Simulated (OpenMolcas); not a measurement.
# Multiconfigurational calculation on Cu IV

Input:

```
&GATEWAY
Coord
1

Cu 0.0 0.0 0.0
Basis=ANO-RCC-VTZP
Group=XYZ
NoMove
AngMom=0.0 0.0 0.0
AMFI
&SEWARD
* reference wave functions (RASSCF and RASSI steps not shown): 8 electrons in 10 orbitals (3d 4d)
>>> COPY JOB001 $Project.JobIph
&CASPT2
XMultistate=10 1 2 3 4 5 6 7 8 9 10
Frozen=2 3
IPEA=0.25
Imaginary=0.1
MaxIter=60
WThr=0.0 0.3 0.05
PrWF=0.5
NoMix
>>> COPY JOB002 $Project.JobIph
&CASPT2
XMultistate=15 1 2 3 4 5 6 7 8 9 10 11 12 13 14 15
Frozen=2 3
IPEA=0.25
Imaginary=0.1
MaxIter=60
WThr=0.0 0.3 0.05
PrWF=0.5
NoMix
```

Launched by
```bash
OMP_NUM_THREADS=1 MOLCAS_MEM=1689 MOLCAS_PROJECT=a pymolcas a.inp > a.log  # once for each step of the input, in one work folder
```

Output, cut to the results:

```
--- CASPT2 ---
Orbital specifications:
      -----------------------

      Symmetry species                           1   2
                                                ag  au
      Frozen orbitals                            2   3
      Inactive orbitals                          1   3
      Active orbitals                           10   0
      Secondary orbitals                        17  23
      Deleted orbitals                           0   0
      Number of basis functions                 30  29
Type of calculation                        XMS-CASPT2
      Fock operator                              state-average
      IPEA shift                                 0.25
      Real shift                                 0.00
      Imaginary shift                            0.10
      The input orbitals will be transformed to quasi-canonical
      The input states will be rotated to diagonalize the Fock operator
Reference energy:       -1651.0939318973
      E2 (Non-variational):      -0.4655698464
      Shift correction:          -0.0000334432
      E2 (Variational):          -0.4656032896
      Total energy:           -1651.5595351869
      Residual norm:              0.0000001939
      Reference weight:           0.96595
      Contributions to the CASPT2 correlation energy
      Active & Virtual Only:         -0.1342781531
      One Inactive Excited:          -0.2464371794
      Two Inactive Excited:          -0.0848545138
Reference energy:       -1651.0939318972
      E2 (Non-variational):      -0.4658715180
      Shift correction:          -0.0000335992
      E2 (Variational):          -0.4659051173
      Total energy:           -1651.5598370144
      Residual norm:              0.0000001967
      Reference weight:           0.96588
      Contributions to the CASPT2 correlation energy
      Active & Virtual Only:         -0.1343561815
      One Inactive Excited:          -0.2466464254
      Two Inactive Excited:          -0.0848689111
::    XMS-CASPT2 Root  1     Total energy:  -1651.56256472
::    XMS-CASPT2 Root  2     Total energy:  -1651.56104018
::    XMS-CASPT2 Root  3     Total energy:  -1651.56045234
::    XMS-CASPT2 Root  4     Total energy:  -1651.55842371
::    XMS-CASPT2 Root  5     Total energy:  -1651.55797883
::    XMS-CASPT2 Root  6     Total energy:  -1651.55742345
::    XMS-CASPT2 Root  7     Total energy:  -1651.55697184
::    XMS-CASPT2 Root  8     Total energy:  -1651.47526626
::    XMS-CASPT2 Root  9     Total energy:  -1651.47522230
::    XMS-CASPT2 Root 10     Total energy:  -1651.47508649
--- CASPT2 ---
Orbital specifications:
      -----------------------

      Symmetry species                           1   2
                                                ag  au
      Frozen orbitals                            2   3
      Inactive orbitals                          1   3
      Active orbitals                           10   0
      Secondary orbitals                        17  23
      Deleted orbitals                           0   0
      Number of basis functions                 30  29
Type of calculation                        XMS-CASPT2
      Fock operator                              state-average
      IPEA shift                                 0.25
      Real shift                                 0.00
      Imaginary shift                            0.10
      The input orbitals will be transformed to quasi-canonical
      The input states will be rotated to diagonalize the Fock operator
Reference energy:       -1651.0100257442
      E2 (Non-variational):      -0.4787175061
      Shift correction:          -0.0000375905
      E2 (Variational):          -0.4787550966
      Total energy:           -1651.4887808408
      Residual norm:              0.0000001837
      Reference weight:           0.96376
      Contributions to the CASPT2 correlation energy
      Active & Virtual Only:         -0.1395996391
      One Inactive Excited:          -0.2456345070
      Two Inactive Excited:          -0.0934833599
Reference energy:       -1651.0100257441
      E2 (Non-variational):      -0.4786950366
      Shift correction:          -0.0000375731
      E2 (Variational):          -0.4787326097
      Total energy:           -1651.4887583539
      Residual norm:              0.0000001820
      Reference weight:           0.96377
      Contributions to the CASPT2 correlation energy
      Active & Virtual Only:         -0.1395822211
      One Inactive Excited:          -0.2456305882
      Two Inactive Excited:          -0.0934822273
::    XMS-CASPT2 Root  1     Total energy:  -1651.48899048
::    XMS-CASPT2 Root  2     Total energy:  -1651.48884220
::    XMS-CASPT2 Root  3     Total energy:  -1651.48869061
::    XMS-CASPT2 Root  4     Total energy:  -1651.48863831
::    XMS-CASPT2 Root  5     Total energy:  -1651.48850815
::    XMS-CASPT2 Root  6     Total energy:  -1651.44106116
::    XMS-CASPT2 Root  7     Total energy:  -1651.44074360
::    XMS-CASPT2 Root  8     Total energy:  -1651.44035246
::    XMS-CASPT2 Root  9     Total energy:  -1651.44031789
::    XMS-CASPT2 Root 10     Total energy:  -1651.44004675
::    XMS-CASPT2 Root 11     Total energy:  -1651.43996055
::    XMS-CASPT2 Root 12     Total energy:  -1651.43969282
::    XMS-CASPT2 Root 13     Total energy:  -1651.43955073
::    XMS-CASPT2 Root 14     Total energy:  -1651.43914341
::    XMS-CASPT2 Root 15     Total energy:  -1651.27941802
```

In XMS-CASPT2 the single-state energies belong to rotated reference states; over a whole degenerate manifold the rotation is arbitrary, and only the multistate roots count.

Levels above the lowest, from the spin-orbit matrix with the multistate effective Hamiltonian, averaged by term, added to it:

```
Configuration  Term  J  E (cm-1)  Measured (cm-1)      g  Term weight %  Second
          3d8    3F  4       0.0              0.0  1.250            100        
          3d8    3F  3      1809             1861  1.084            100        
          3d8    3F  2      3000             3078  0.669             99        
          3d8    1D  2     16400            16248  1.080             83   17 3P
          3d8    3P  2     19940            19697  1.418             83   16 1D
          3d8    3P  1     20270            20097  1.501            100        
          3d8    3P  0     20600            20423                   100        
          3d8    1G  4     27550            26913  1.000            100        
          3d8    1S  0     62910            61456                   100
```

Against the 8 measured excited levels shown (Sugar and Musgrove, J. Phys. Chem. Ref. Data 19, 527 (1990)) the mean absolute deviation is 370 cm-1; the largest miss in energy is 3d8 1S0: computed 62910, measured 61456 cm-1 (+2.4 %).

CASPT2 does not keep the components of a term degenerate, so their means are used; among the terms shown or strongly mixed into the levels shown the widest spread is 1200 cm-1 (3d8 3F). Active for correlation alone: 4d; no level in the range computed is led by a configuration that fills it, so any true level of that kind is missing. Measured partners are found by configuration, term and J. A level has none where our copy of the source lacks it or the pairing is in doubt (some pairs that miss far off the trend of their configuration count as doubtful), and it then counts in no deviation. Only configurations of the active space appear. The first state left out of the spin-orbit step lies near 410000 cm-1 above the lowest spin-free state of the reference (among the parities and spins computed), and the list stops at four fifths of that energy or lower.

The CASPT2 steps took 6.7 min on 1 thread of Intel(R) Xeon(R) 6975P-C (Granite Rapids), on a shared host; the integral step is not counted.

The term weight is that of the spin-free term in the level, not the purity of its configuration.
